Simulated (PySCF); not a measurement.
# Reading the logs of faulty runs: AlBCH6N

Calculated results; nothing here was measured. They come from PySCF 2.14.0, an open-source quantum chemistry program, on an isolated molecule that a program drew, which may never have been made. The molecule is AlBCH6N (charge 0, doublet), drawn as the SMILES string `B[CH][NH][AlH2]`.

Each row is a Hartree-Fock (HF) and frozen-core CCSD(T) single point in the cc-pV(D+d)Z basis, meant for a local HF minimum. Run 1 is clean. Each other run has one planted mistake out of seven kinds, and not every kind appears here: one electron removed, one electron added, multiplicity raised by two, geometry at a saddle point, minimal basis STO-3G, one bond length entered in bohr, all coordinates scaled. The reference is restricted for singlets and unrestricted otherwise, and also for a bond in bohr. Adding or removing an electron swaps singlet and doublet. Electrons count all cores. HOMO and LUMO are orbital energies over both spins, the gradient is its largest component, and the lowest frequency (negative if imaginary) is given only where the gradient is small. Bond lengths are over the 9 bonds as drawn. T1 is the CCSD diagnostic: over 0.02 (restricted) or 0.045 (unrestricted) a single reference is doubtful.

Geometry of the clean run:
```xyz
10
AlBCH6N, angstrom
B    -3.0916    2.2030    1.0083
C    -2.0029    1.3416    0.4054
N    -0.6669    1.4229    0.7152
Al    0.6993    0.4521    0.0603
H    -2.8083    3.0401    1.8300
H    -4.2343    2.0540    0.6698
H    -2.2310    0.5801   -0.3370
H    -0.4857    2.1340    1.4030
H     2.1329    0.7827    0.6172
H     0.3656   -0.6476   -1.0125
```

```
run,electrons,basis functions,<S^2>,HOMO (eV),LUMO (eV),gradient (hartree/bohr),lowest frequency (cm^-1),mean bond (Å),longest bond (Å),T1,HF (hartree),CCSD(T) (hartree),mistake
1,37,95,0.756,-8.00,1.14,2.2e-05,127,1.3704,1.799,0.0189,-362.40849,-362.91524,no fault
2,37,95,3.762,-5.45,-3.63,6.4e-02,-,1.3704,1.799,0.0607,-362.18314,-362.68911,multiplicity raised by two
3,36,95,0.000,-16.35,-5.77,1.4e-01,-,1.3704,1.799,0.0189,-362.15731,-362.65181,one electron removed
4,37,95,0.758,-8.04,1.10,3.0e-02,-,1.4402,1.891,0.0227,-362.38701,-362.90274,all coordinates scaled
5,37,30,0.754,-5.43,5.89,4.1e-02,-,1.3704,1.799,0.0261,-358.00709,-358.22664,?
```

**Which mistake was planted in run 5, and what did it cost?**

It has 30 basis functions where the clean run has 95, with the same electrons and geometry. So the mistake is: minimal basis STO-3G. Subtracting run 1 and multiplying by 627.51 kcal/mol a hartree, the energy moved by 2761.9 kcal/mol in HF and 2942.1 kcal/mol in CCSD(T).

Cautions from the logs. Run 2: T1 is over the limit, so its CCSD(T) energy is less reliable.
